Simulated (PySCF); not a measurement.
FGaH₃NO, SMILES [NH2][Ga]([OH])[F].

Coordinates come from a PBE0-D3(BJ)/def2-SVP optimisation. The values are those of a single conformer.

Computed with TDDFT-PBE0/def2-SVPD (PySCF).

Vertical excitations. 

Computed lowest excited states:
| state | energy (eV) | λ (nm) | f | main pairs |
|---|---|---|---|---|
| S1 | 5.52 | 225 | 0.024 | HOMO→LUMO 98 % |
| S2 | 6.85 | 181 | 0.056 | HOMO−1→LUMO 95 % |
| S3 | 7.25 | 171 | 0.057 | HOMO→LUMO+1 77 %, HOMO−2→LUMO 17 % |
| S4 | 7.54 | 164 | 0.106 | HOMO−2→LUMO 67 %, HOMO→LUMO+1 17 % |
| S5 | 7.55 | 164 | 0.022 | HOMO→LUMO+2 74 %, HOMO→LUMO+3 17 % |
| S6 | 8.04 | 154 | 0.002 | HOMO→LUMO+3 76 %, HOMO→LUMO+2 15 % |
| S7 | 8.37 | 148 | 0.101 | HOMO−3→LUMO 81 % |
| S8 | 8.51 | 146 | 0.004 | HOMO→LUMO+4 70 % |
| S9 | 8.55 | 145 | 0.037 | HOMO−4→LUMO 76 %, HOMO−2→LUMO+1 19 % |
| S10 | 8.61 | 144 | 0.032 | HOMO−2→LUMO+1 77 %, HOMO−4→LUMO 18 % |
| T1 | 5.08 | 244 | 0 | HOMO→LUMO 95 % |
| T2 | 6.19 | 200 | 0 | HOMO→LUMO+1 95 % |
| T3 | 6.36 | 195 | 0 | HOMO−1→LUMO 90 % |
| T4 | 6.85 | 181 | 0 | HOMO−2→LUMO 91 % |
Triplets are in the Tamm–Dancoff approximation, which puts them higher than full response would, so one can lie above its singlet here.
